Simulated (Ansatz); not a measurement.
Basis-set series for CH4AlFO2, SMILES `[OH][AlH][O]CF`. Charge 0, multiplicity 1. The geometry is a stationary point of PBE0-D4/def2-TZVP. It is one conformer, not always the lowest.

| functional | basis | functions | energy (Eh) | HOMO (eV) | LUMO (eV) |
| --- | --- | --- | --- | --- | --- |
| PBE0-D4 | def2-TZVPP | 222 | -533.05873 | -8.54 | -0.27 |
| PBE0-D4 | def2-QZVPP | 418 | -533.08306 | -8.58 | -0.41 |
| ωB97M-V | def2-TZVPP | 222 | -533.37336 | -10.97 | 1.26 |
| ωB97M-V | def2-QZVPP | 418 | -533.39650 | -11.01 | 0.80 |

Problem. Give the rows for def2-SVP. (Estimate.)

Solution. Ansatz gave: 
| functional | basis | functions | energy (Eh) | HOMO (eV) | LUMO (eV) |
| --- | --- | --- | --- | --- | --- |
| PBE0-D4 | def2-SVP | 94 | -532.61406 | -8.38 | -0.03 |
| ωB97M-V | def2-SVP | 94 | -532.92067 | -10.79 | 1.66 |

Positive LUMOs are unbound and depend on the basis.
